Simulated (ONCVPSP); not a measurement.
**Sn: one change to an ONCV potential, before and after**

```
Element                 : Sn
Generator               : ONCVPSP 4.0.1
Type                    : optimised norm-conserving Vanderbilt (ONCV)
Functional              : LDA (Perdew-Wang 92)
Relativity              : scalar-relativistic
Frozen core             : [Kr]
Valence charge          : 14
Reference configuration : 4d10 5s2 5p2
Partial waves           : 5s: rc 1.85 bohr, ncon 4, nbas 8, qcut 3.2 1/bohr, 1 projector; 5p: rc 1.85 bohr, ncon 4, nbas 7, qcut 3.8 1/bohr, 2 projectors, debl 3.4 Ha; 4d: rc 1.70 bohr, ncon 5, nbas 10, qcut 8.8 1/bohr, 3 projectors, debl 3.1 Ha
Local potential         : polynomial inside 1.50 bohr (lpopt 5, dvloc0 6 Ha)
Core correction         : Teter function, parameters optimised by the program
```

Change: local potential polynomial inside 1.50 bohr (lpopt 5, dvloc0 9.5 Ha).

Cutoffs: the cutoffs (Ha) at which the residual kinetic energy of the hardest occupied pseudo-wave falls to 1 and 0.1 mHa per electron; they do not see the model core or the augmentation charge, which bear on the density cutoff. Errors are all-electron minus pseudo energies relative to the spin-unpolarised reference configuration.

Question: What does the change do?

Answer: The potential gets neither clearly harder nor softer (32 Ha and 41 Ha → 32 Ha and 41 Ha); of the 4 tests that both files solve, the error grows in 3 and shrinks in 0 by more than 15 % and 0.3 meV (median size 5.7 → 9.1 meV); neither file shows a bound ghost.

| quantity | base | changed |
| --- | --- | --- |
| cutoff, loose | 32 Ha | 32 Ha |
| cutoff, tight | 41 Ha | 41 Ha |
| bound ghosts | none | none |
| GHOST(+) flags under 300 eV | none | none |
| error for 4d10 5s2 5p1, meV [ΔE 7.09 eV] | -0.9 | -1.2 |
| error for 4d10 5s2 5p0, meV [ΔE 21.35 eV] | -1.7 | -3.5 |
| error for 4d10 5s1 5p0, meV [ΔE 52.80 eV] | -9.7 | -15 |
| error for 4d9 5s2 5p2, meV [ΔE 32.77 eV] | -114 | -138 |
| s: phases at 1.88 bohr within 0.05 rad from the reference energy up to (Ha; the scan ends near 5) | 0.6 | 1.5 |
| p: phases at 1.88 bohr within 0.05 rad from the reference energy up to (Ha; the scan ends near 5) | 4.6 | to the end of the scan |
| d: phases at 1.73 bohr within 0.05 rad from the reference energy up to (Ha; the scan ends near 5) | to the end of the scan | to the end of the scan |
| rms error of d²Exc/dni dnj with the model core, mHa | 0.06 | 0.06 |
